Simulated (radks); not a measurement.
Results of a calculation; reference values are marked as such.
Species: Ru5+. Configuration: [Ar] 3d10 4s1 4p6 4d(3/2: 4, 5/2: 0) (not the ground configuration). Level of theory: Dirac Kohn-Sham, relativistic LDA (MacDonald-Vosko exchange, VWN5 correlation), spin-unpolarised, spherical densities, finite nucleus; Fermi nuclear charge, rms radius 4.4809 fm (a radial shooting solver on a logarithmic mesh with Libxc functionals).

Radial electron density D(r) = 4 pi r^2 rho(r):

r (bohr)  D(r) (e/bohr)
0.001142          1.238
0.001298          1.556
0.001487          1.980
0.00169           2.479
0.001921          3.096
0.0022            3.909
0.002501          4.851
0.002842          6.000
0.003256          7.486
0.003701          9.174
0.004207          11.18
0.004819          13.71
0.005477          16.50
0.006275          19.90
0.007132          23.53
0.008106          27.54
0.009287          32.15
0.01056           36.69
0.012             41.27
0.01374           45.94
0.01562           49.86
0.01775           53.04
0.02034           55.31
0.02312           56.20
0.02628           55.83
0.0301            54.23
0.03421           52.00
0.03889           49.74
0.04455           48.18
0.05063           48.30
0.05755           50.45
0.06593           54.89
0.07494           60.31
0.08585           65.83
0.09758           69.05
0.1109            68.99
0.1271            64.90
0.1444            58.28
0.1641            51.19
0.188             45.96
0.2137            44.99
0.2429            47.63
0.2783            51.94
0.3163            54.09
0.3595            51.86
0.4118            44.27
0.4681            34.17
0.532             24.27
0.6095            16.77
0.6927            13.44
0.7873            12.78
0.902             13.01
1.025             12.53
1.175             10.69
1.335             8.090
1.517             5.391
1.738             3.045
1.976             1.557
2.245            0.6947
2.572            0.2507
2.924           0.08078
3.323           0.02142
3.807          0.004068
4.327         0.0006464

D(r) has 4 maxima, at r = 0.0237, 0.104, 0.319, 0.909 bohr, and minima at 0.0471, 0.207, 0.775 bohr, inside which lie 2.04, 11.16, 29.35 electrons.
